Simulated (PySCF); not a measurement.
Se(Cl)(GeH3) (ClGeH3Se), SMILES [Se](Cl)[GeH3]. The structure is a stationary point at PBE0-D3(BJ)/def2-SVP.

Computed equilibrium geometry at PBE0-D3(BJ)/def2-SVP (PySCF confirms it by a frequency run) as Cartesian coordinates in Å, and its point group:
point group Cs.
```xyz
6

Se     0.8223    -0.6375     0.0000
Cl    -1.0454    -1.8033     0.0000
Ge    -0.2746     1.4593     0.0000
H     -1.1332     1.5721     1.2667
H      0.8689     2.4886     0.0000
H     -1.1332     1.5721    -1.2667
```
Charge 0, spin multiplicity 1.
